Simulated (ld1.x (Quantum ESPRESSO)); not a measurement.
**What one change does to a pseudopotential (Ir, TM)**

* Element: iridium
* Generator: ld1.x (Quantum ESPRESSO) 7.5
* Type: norm-conserving Troullier–Martins (Kleinman–Bylander form)
* Functional: LDA (PZ)
* Relativity: fully relativistic
* Frozen core: [Xe] 4f14
* Valence charge: 9
* Reference configuration: 5d7 6s0 6p0 (charge +2)
* Partial waves: 6s (bound, empty): rc 1.75 bohr; 6p (bound, empty): rc 2.25 bohr; 5d (bound): rc 2.25 bohr
* Local potential: all-electron potential smoothed inside 1.90 bohr (lloc = -1)
* Core correction: Bessel-smoothed model core inside 1.80 bohr

Open shells are filled in proportion to 2j + 1 (rel_dist='average').

Change: local potential all-electron potential smoothed inside 2.10 bohr (lloc = -1).

Cutoffs: the cutoffs (Ry, on a coarse ladder) from which the occupation-weighted sum of valence levels, in a spherical-Bessel basis at the reference potential, stays within 10 and 1 mRy of its value at 400 Ry; they do not see the model core or the augmentation charge, which bear on the density cutoff. Errors are all-electron minus pseudo energies relative to the spin-unpolarised reference configuration.

Task: How do hardness, ghosts and transferability respond?

Result: The potential gets neither clearly harder nor softer (35 Ry and 45 Ry → 35 Ry and 45 Ry); the bound ghosts move from p, s to s; the number of tests that count goes from 6 to 5; of the 4 tests that both files solve, the error grows in 2 and shrinks in 0 by more than 15 % and 0.3 meV (median size 42.6 → 48.4 meV); the range in which the s phases agree narrows (upper end at the end of the scan → 3.1). In the separable form a ghost depends on how the local part lies against the semilocal potential of the channel, so the choice of the local part can create or remove one.

| quantity | base | changed |
| --- | --- | --- |
| cutoff, loose | 35 Ry | 35 Ry |
| cutoff, tight | 45 Ry | 45 Ry |
| bound ghosts | s, p3/2, p1/2 | s |
| tests counted (converged, no solver errors) | 6 of 7 | 5 of 7 |
| error for 5d7 6s1 6p0, meV [ΔE -17.85 eV] | -7.4 | -17 |
| error for 5d6 6s0 6p0, meV [ΔE 30.84 eV] | -71 | -75 |
| error for 5d6 6s2 6p0, meV [ΔE -15.62 eV] | -50 | -59 |
| error for 5d8 6s0 6p0, meV [ΔE -19.02 eV] | -35 | -38 |
| s: phases at 2.46 bohr within 0.05 rad from the reference energy up to (Ry; the scan ends near 5) | to the end of the scan | 3.1 |
| p1/2: phases at 2.46 bohr within 0.05 rad from the reference energy up to (Ry; the scan ends near 5) | -0.8 | -0.7 |
| p3/2: phases at 2.46 bohr within 0.05 rad from the reference energy up to (Ry; the scan ends near 5) | -1.0 | -0.8 |
| d3/2: phases at 2.46 bohr within 0.05 rad from the reference energy up to (Ry; the scan ends near 5) | 1.5 | 1.2 |
| d5/2: phases at 2.46 bohr within 0.05 rad from the reference energy up to (Ry; the scan ends near 5) | 1.8 | 1.4 |

Base: Tests not counted: 5d7 6s1 6p1 (solver errors, printed error -621 meV). These tests converged, but a pseudo level misses the all-electron one widely, so the file describes the atom poorly there or has found another state: 5d6 6s0 6p0: empty 6p by 5.1 eV. Changed file: Tests not counted: 5d7 6s2 6p0 (pseudo-atom not self-consistent, printed error +1.3 eV); 5d8 6s1 6p0 (pseudo-atom not self-consistent, printed error +4.4 eV). A true bound ghost makes a file unfit for plane-wave use even where its test errors are small: the radial tests pick states by their node count and pass the ghost by. Where a test does run into it, the solver fails or the error is huge.
